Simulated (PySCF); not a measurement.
Species: C8H10Si.
Cartesian coordinates in Å at the PBE0-D3(BJ)/def2-SVP level; atoms count from 1:
```xyz
19
C8H10Si angstrom
C      4.5008    2.0640    0.4368
C      3.2067    1.4080    0.3902
C      2.1214    0.8602    0.3636
C      0.8497    0.2187    0.2940
C      0.1317   -0.2126    1.3666
Si    -1.4511   -0.9769    0.7216
C     -3.0257   -0.1345    1.3035
C     -0.9785   -0.6221   -1.0591
C      0.2236   -0.0153   -1.0425
H      5.0862    1.8556   -0.4730
H      4.3871    3.1568    0.5180
H      5.0886    1.7238    1.3041
H      0.5068   -0.0882    2.3840
H     -1.5348   -2.4456    1.0068
H     -3.9065   -0.5604    0.7987
H     -3.1593   -0.2655    2.3884
H     -2.9854    0.9430    1.0853
H     -1.5051   -0.8318   -1.9925
H      0.7631    0.3135   -1.9371
```

All values: wB97X-D/def2-SVPD (PySCF, non-relativistic), on one gas-phase PBE0-D3(BJ)/def2-SVP geometry that isn't relaxed in the solvent. The solvent is an IEF-PCM continuum (Bondi radii, 1.10 Å for H, scaled by 1.2), and excitations are vertical TDDFT with non-equilibrium linear response and a frozen core. Only the electrostatic response of the medium enters.

Gas-phase singlets (H = HOMO, L = LUMO):

```csv
state,E (eV),λ (nm),f,leading configurations
S1,4.174,297,0.064,H→L 94%
S2,4.819,257,0.001,H-1→L 90%
S3,5.528,224,0.315,H-2→L 90%
S4,5.799,214,0.001,"H-3→L 69%, H-4→L 19%"
S5,6.133,202,0.010,"H-4→L 48%, H-3→L 22%, H-5→L 21%"
```

Q: How does the list change in acetone (ε = 20.49)?

A: 
| state | E (eV) | λ (nm) | f | leading configurations | change by rank (eV) |
| --- | --- | --- | --- | --- | --- |
| S1 | 4.138 | 300 | 0.084 | H→L 95% | -0.036 |
| S2 | 4.843 | 256 | 0.001 | H-1→L 90% | +0.024 |
| S3 | 5.493 | 226 | 0.440 | H-2→L 91% | -0.035 |
| S4 | 5.732 | 216 | 0.003 | H-3→L 70%, H-4→L 18% | -0.067 |
| S5 | 6.063 | 204 | 0.013 | H-4→L 42%, H-5→L 31%, H-3→L 21% | -0.070 |

Q: The ground-state energy changes by -0.159 eV from gas to acetone. By how much does the total energy of gas-phase S1 change?

A: E(S1) = E(S0) + excitation energy, so it changes by -0.159 − 0.036 = -0.195 eV: it is lowered more than the ground state, which is what a red shift means. This is the vertical state, with the slow part of the continuum still set for S0.

Q: How do the frontier levels move from gas to acetone?

A: 
```
orbital  gas (eV)  solvent (eV)  change (eV)
 LUMO+2      2.35          2.28        -0.07
 LUMO+1      2.22          2.18        -0.04
   LUMO      0.03         -0.09        -0.12
   HOMO     -8.13         -8.28        -0.15
 HOMO-1     -9.35         -9.49        -0.14
 HOMO-2     -9.57         -9.69        -0.12
 HOMO-3    -10.60        -10.62        -0.02
```

The HOMO–LUMO gap goes from 8.16 to 8.19 eV.

Time: 2.6 min wall; peak memory 1.4 GiB. Hardware: an Intel Xeon at 2.50 GHz with one thread, no GPU, on a shared host. This is the whole response run at wB97X-D/def2-SVPD in acetone, SCF included.

Note: wB97X-D ran without an empirical dispersion term, which enters the total energy and its gradient alone.
